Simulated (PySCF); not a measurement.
The vertical singlet excitations below were computed for one of the candidates. Method: TDDFT PBE0/def2-SVPD, vertical, gas phase, core orbitals frozen in the response (PySCF). Geometries: GFN2-xTB, one conformer each.

```json
{"state": "S1", "E (eV)": "5.28", "f": "0.239", "main configurations (H = HOMO, L = LUMO)": "H→L (95%)"}
{"state": "S2", "E (eV)": "5.50", "f": "0.0005", "main configurations (H = HOMO, L = LUMO)": "H→L+1 (95%)"}
{"state": "S3", "E (eV)": "5.63", "f": "0.062", "main configurations (H = HOMO, L = LUMO)": "H-1→L (87%)"}
{"state": "S4", "E (eV)": "5.97", "f": "0.0003", "main configurations (H = HOMO, L = LUMO)": "H→L+2 (78%)"}
{"state": "S5", "E (eV)": "6.00", "f": "0.0001", "main configurations (H = HOMO, L = LUMO)": "H-1→L+1 (75%), H-1→L+2 (10%)"}
{"state": "S6", "E (eV)": "6.30", "f": "0.0000", "main configurations (H = HOMO, L = LUMO)": "H→L+3 (87%), H→L+2 (8%)"}
{"state": "S7", "E (eV)": "6.54", "f": "0.0027", "main configurations (H = HOMO, L = LUMO)": "H-1→L+2 (76%), H-1→L+1 (16%)"}
{"state": "S8", "E (eV)": "6.89", "f": "0.0016", "main configurations (H = HOMO, L = LUMO)": "H-1→L+3 (84%)"}
```

Problem. Which structure fits? All have the formula C5H7ClSSi.
A. `C#C/C=C(/Cl)[SiH2]SC`
B. `CC1=CC=C([SiH2]Cl)S1`
C. `CSC1=CC=C[Si@H]1Cl`
D. `S1[SiH2]CC=CC=C1Cl`

Solution. B. Its S1, at 5.28 eV, is the highest among the candidates; the nearest of the others has S1 at 4.37 eV. S1 is HOMO→LUMO (95%). Löwdin shares by element: HOMO carbon 78% or more (atoms not listed hold the other 22%); LUMO carbon 53% or more, sulfur 20% (atoms not listed hold the other 27%). At the same level the other candidates give, for their lowest levels:
- `C#C/C=C(/Cl)[SiH2]SC`: 3.88 eV (f 0.003); 4.82 eV (f 0.238); 5.04 eV (f 0.003); 5.38 eV (f 0.006); 5.50 eV (f 0.020); T1 2.97 eV; HOMO -6.82, LUMO -1.84 eV
- `CSC1=CC=C[Si@H]1Cl`: 3.33 eV (f 0.124); 4.98 eV (f 0.003); 5.16 eV (f 0.015); 5.40 eV (f 0.010); 5.50 eV (f 0.009); T1 2.02 eV; HOMO -5.94, LUMO -1.84 eV
- `ClC1=CC=CC[SiH2]S1`: 4.37 eV (f 0.086); 4.85 eV (f 0.034); 5.34 eV (f 0.032); 5.55 eV (f 0.040); 5.75 eV (f 0.001); T1 3.06 eV; HOMO -6.45, LUMO -1.19 eV

Shape of the structure used: `[CH3:1][c:2]1[cH:3][cH:4][c:5]([SiH2:6][Cl:7])[s:8]1`: C4–C5–Si6–Cl7 1°.
Triplets come from the Tamm–Dancoff approximation.
